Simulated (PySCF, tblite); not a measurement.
Isomers of C3H10O2SSi3, one GFN2-xTB conformer each. Single-point energies are computed at PBE0/pcSseg-1 (PySCF, gas phase, no added dispersion term), electronic only.

```
                                 SMILES  GFN2-xTB relative energy (kcal/mol)
            C#C[SiH2]O[Si@H](OC)S[SiH3]                                  7.1
C[S@@](=O)[C@@H]1[SiH2][SiH2][SiH2]C1=O                                135.4
          C=C1CO[Si@@]1(O[SiH3])S[SiH3]                                  0.0
```

Conformers: `[CH:1]#[C:2][SiH2:3][O:4][Si@H:5]([O:6][CH3:7])[S:8][SiH3:9]` with C2–Si3–O4–Si5 -28°, Si3–O4–Si5–O6 55°, O4–Si5–O6–C7 48°, O4–Si5–S8–Si9 111°; `[CH3:1][S@@:2](=[O:3])[C@@H:4]1[SiH2:5][SiH2:6][SiH2:7][C:8]1=[O:9]` with C1–S2–C4–Si5 -86°, S2–C4–Si5–Si6 -72°, C4–Si5–Si6–Si7 -14°, Si5–Si6–Si7–C8 -9°, Si6–Si7–C8–O9 -133°; `[CH2:1]=[C:2]1[CH2:3][O:4][Si@@:5]1([O:6][SiH3:7])[S:8][SiH3:9]` with O4–Si5–O6–Si7 125°, O4–Si5–S8–Si9 20°.

Problem. What does PBE0/pcSseg-1 give for the same structures?

Solution. 
```
                                 SMILES  PBE0/pcSseg-1 E (Eh)  PBE0/pcSseg-1 (kcal/mol)  GFN2-xTB (kcal/mol)  point group
          C=C1CO[Si@@]1(O[SiH3])S[SiH3]           -1536.68384                       0.0                  0.0           C1
            C#C[SiH2]O[Si@H](OC)S[SiH3]           -1536.66345                      12.8                  7.1           C1
C[S@@](=O)[C@@H]1[SiH2][SiH2][SiH2]C1=O           -1536.50377                     113.0                135.4           C1
```

Both levels put the same isomer lowest; measured from each level's own lowest isomer, the values differ by up to 22.4 kcal/mol (C[S@@](=O)[C@@H]1[SiH2][SiH2][SiH2]C1=O: 135.4 against 113.0). As drawn, the lowest has a four-membered ring, an Si–O bond and a C=C bond outside aromatic rings, which the highest lacks; the highest has a C=O bond, an Si–Si bond and an S=O bond, which the lowest lacks.

Problem. Which frontier levels, dipoles and rotational constants go with these structures?

Solution. 
| SMILES | HOMO (eV, PBE0/pcSseg-1) | LUMO (eV) | dipole (D) | A, B, C (MHz) |
| --- | --- | --- | --- | --- |
| C=C1CO[Si@@]1(O[SiH3])S[SiH3] | -7.43 | -0.62 | 1.16 | 979.5, 703.1, 494.5 |
| C#C[SiH2]O[Si@H](OC)S[SiH3] | -7.32 | -0.61 | 3.26 | 1052, 614.8, 582.8 |
| C[S@@](=O)[C@@H]1[SiH2][SiH2][SiH2]C1=O | -6.91 | -1.71 | 2.95 | 1131, 821.6, 695.4 |

Problem. What happens when harmonic zero-point energies from GFN2-xTB frequencies are added?

Solution. 
| SMILES | ZPE (kcal/mol) | electronic (kcal/mol) | with ZPE (kcal/mol) |
| --- | --- | --- | --- |
| C=C1CO[Si@@]1(O[SiH3])S[SiH3] | 74.4 | 0.0 | 0.0 |
| C#C[SiH2]O[Si@H](OC)S[SiH3] | 73.2 | 12.8 | 11.6 |
| C[S@@](=O)[C@@H]1[SiH2][SiH2][SiH2]C1=O | 72.8 | 113.0 | 111.4 |

The zero-point energies span 1.6 kcal/mol. The order is unchanged.
